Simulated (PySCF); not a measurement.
# Broadened absorption spectrum of C2H11Ge2N

C₂H₁₁Ge₂N.
SMILES: `C[NH][GeH2][CH2][GeH3]`

Method used: TDDFT CAM-B3LYP/def2-SVPD, vertical, gas phase, core orbitals frozen in the response in PySCF 2.14.0, density-fitted response routines. The structure is a single PBE0-D3(BJ)/def2-SVP conformer in the gas phase; no vibrational or solvent corrections. Relativistic effects, spin–orbit coupling among them, are left out although an element past zinc is present. Torsions of this conformer, `[CH3:1][NH:2][GeH2:3][CH2:4][GeH3:5]`: C1–N2–Ge3–C4 -71°, N2–Ge3–C4–Ge5 -39°.

Each state is given a Gaussian of 0.25 eV full width at half maximum, with ε(max) = 2.175×10⁸ f / Δν̃ (Δν̃ the width in cm⁻¹). The width is an assumption, not a result. The curve ends short of the highest state used, and states not computed would add to its high-energy end.

(λ (nm), ε (L mol⁻¹ cm⁻¹)): (166.6, 6528), (168.7, 5449), (170.9, 6566), (173.0, 7062), (175.1, 4882), (177.2, 3578), (179.3, 4121), (181.4, 3847), (183.6, 2155), (185.7, 989), (187.8, 950), (189.9, 1376), (192.0, 1433), (194.1, 973), (196.3, 418), (198.4, 126), (200.5, 27), (202.6, 8), (204.7, 18), (206.8, 56), (209.0, 130), (211.1, 209), (213.2, 246), (215.3, 216), (217.4, 145), (219.5, 75), (221.7, 29), (223.8, 9), (225.9, 2), (228.0, 0)

(1) Where are the band maxima, and which computed states make them?

(2) On this curve, what absorbance would a 10⁻⁵ mol/L sample give at 222 nm over a 1 cm path?

(3) Coming from long wavelengths, where does ε first pass 100 L mol⁻¹ cm⁻¹?

Results:

(1) 213 nm (5.81 eV), ε about 250, made up of S1 (100%); 191 nm (6.49 eV), ε about 1500, made up of S2 (100%); 180 nm (6.89 eV), ε about 4200, made up of S3 (97%); 172 nm (7.19 eV), ε about 7200, made up of S4 (87%) (ε in L mol⁻¹ cm⁻¹; maxima over ε = 5, shares over 10%). At its high-energy end, 7.44 eV, the curve is still rising (ε about 6500, from S6). The states used: S1 5.81 eV (f 0.0023); S2 6.48 eV (f 0.014); S3 6.88 eV (f 0.038); S4 7.18 eV (f 0.059); S5 7.24 eV (f 0.0074); S6 7.47 eV (f 0.057); S7 7.62 eV (f 0.0069); S8 7.77 eV (f 0.011); S9 7.94 eV (f 0.047); S10 8.04 eV (f 0.178).

(2) 222 nm is 5.585 eV, where ε is about 25 L mol⁻¹ cm⁻¹, so A = ε c l ≈ 0.00025 (Beer–Lambert, with the gas-phase spectrum and the assumed width).

(3) At about 219 nm (5.67 eV), 0.14 eV below S1.

All these states lie below the vertical ionisation energy of 8.67 eV (ΔSCF).

Time: 2.5 min of wall time; peak memory 1.1 GiB. Hardware: an Arm Neoverse V1 with one thread, no GPU, shared host with 64 logical CPUs at a one-minute load of 45.
